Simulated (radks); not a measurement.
The numbers below are computed, except where a source is named.
Q: Species: Zr2+. Configuration: [Kr] 4d(up 2, down 0). Code: a radial shooting solver on a logarithmic mesh with Libxc functionals. Model: scalar-relativistic Kohn-Sham, SCAN, spin-polarised, spherical densities, finite nucleus; meta-GGA in the generalised Kohn-Sham scheme; Fermi nuclear charge, rms radius 4.2694 fm. Some entries of the table are withheld. Estimate them.

orbital,occ.,eigenvalue (eV),r(max) (bohr),<r> (bohr)
1s down,1,-17880.52,0.02414,0.03707
1s up,1,-17880.51,0.02414,0.03707
2s up,1,-2502.614,0.1368,0.1625
2s down,1,-2502.399,0.1368,0.1625
2p up,3,-2230.300,0.1095,0.1417
2p down,3,-2230.144,0.1095,0.1417
3s up,1,-427.5130,0.4076,0.4572
3s down,1,-427.4244,0.4076,0.4573
3p up,3,-337.8400,0.4021,0.4613
3p down,3,-337.7321,0.4021,0.4614
3d up,5,-191.5264,0.3483,0.4524
3d down,5,-191.3288,0.3484,0.4524
4s up,1,-71.1821,1.084,1.220
4s down,1,-69.8461,1.077,1.212
4p up,3,(1),1.184,1.369
4p down,3,(2),1.174,1.356
4d up,2,-17.7843,1.553,1.990

A: 
(1) 4p up eigenvalue (eV): -48.5061
(2) 4p down eigenvalue (eV): -46.8833
